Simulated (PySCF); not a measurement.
Si(H)(I)(Me)2 (C2H7ISi), SMILES C[SiH](C)I. The structure is a stationary point at B3LYP-D3(BJ)/def2-SVP. The def2 effective core potentials stand for the cores of I; spin–orbit coupling is left out.

Computed equilibrium geometry at B3LYP-D3(BJ)/def2-SVP (PySCF confirms it by a frequency run) as bond lengths and angles, and its point group:
point group Cs.
Atoms: Si1 C2 C3 I4 H5 H6 H7 H8 H9 H10 H11. Bonds (Å): Si1–C2 1.876, Si1–C3 1.876, Si1–I4 2.492, Si1–H5 1.489, C2–H6 1.103, C2–H7 1.101, C2–H8 1.100, C3–H9 1.100, C3–H10 1.101, C3–H11 1.103. Angles (°): C2–Si1–C3 112.4, C2–Si1–I4 108.3, C2–Si1–H5 110.9, C3–Si1–I4 108.3, C3–Si1–H5 110.9, I4–Si1–H5 105.9, Si1–C2–H6 109.9, Si1–C2–H7 110.6, Si1–C2–H8 111.1, H6–C2–H7 108.4, H6–C2–H8 108.4, H7–C2–H8 108.3, Si1–C3–H9 111.1, Si1–C3–H10 110.6, Si1–C3–H11 109.9, H9–C3–H10 108.3, H9–C3–H11 108.4, H10–C3–H11 108.4.
